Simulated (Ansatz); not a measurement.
BHN (SMILES [B]=N) moved off its minimum; all values from Ansatz (an electronic-structure program), cores frozen in correlated methods. Open shells are unrestricted.
(charge 0, multiplicity 2)
```xyz
3

B     -0.0904     0.0853    -0.9105
N     -0.0204     0.0236     0.2978
H      0.0484     0.0455     1.4052
```

Q: Give the forces (eV/Å), the total energy and the dipole at CCSD(T)/aug-cc-pVTZ.

A: 
| atom | Fx | Fy | Fz |
|---|---|---|---|
| B1 | -0.188 | 0.126 | -3.210 |
| N2 | 0.448 | -0.003 | 7.358 |
| H3 | -0.260 | -0.123 | -4.149 |
Energy -79.9650 hartree, dipole 0.64 D.
